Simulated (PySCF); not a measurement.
Rows and methods have been separated. Pair them.

CH₆N₂Si₂.
Geometry (PBE0-D3(BJ)/def2-SVP, Å), atoms numbered from 1 in this order:
```xyz
11
CH6N2Si2 angstrom
N      3.0911   -1.4827   -0.1040
C      2.2881   -0.7295    0.2612
Si     0.9724    0.4866    0.8020
N     -0.2552    0.6647   -0.3944
Si    -1.7128   -0.2842   -0.5957
H      1.6906    1.7690    1.0281
H      0.3898   -0.0688    2.0502
H     -0.0275    1.2965   -1.1590
H     -1.6293   -1.2130   -1.7635
H     -2.8917    0.6103   -0.7987
H     -1.8768   -1.0744    0.6581
```

The closed-shell ground state was solved 3 times with PySCF (density fitting, gas phase), always in the pcSseg-2 basis (278 functions), with these functionals: B3LYP, HF and KT2.

```tsv
row	total energy (Eh)	HOMO (eV)	LUMO (eV)	dipole (D)
P	-737.8692	-6.97	-2.02	3.76
Q	-730.3846	-8.03	-1.24	3.84
R	-728.2647	-11.61	1.96	4.00
```

Question: Which functional belongs to which row?

Answer: P = KT2, Q = B3LYP, R = HF. By rising HOMO–LUMO gap: KT2 (GGA) 4.95 eV; B3LYP (global hybrid, 20 % exact exchange) 6.79 eV; HF (all exact exchange) 13.57 eV. Total energies of different functionals aren't bounds to one another; each is stationary for its own functional.

One conformer stands for the species.
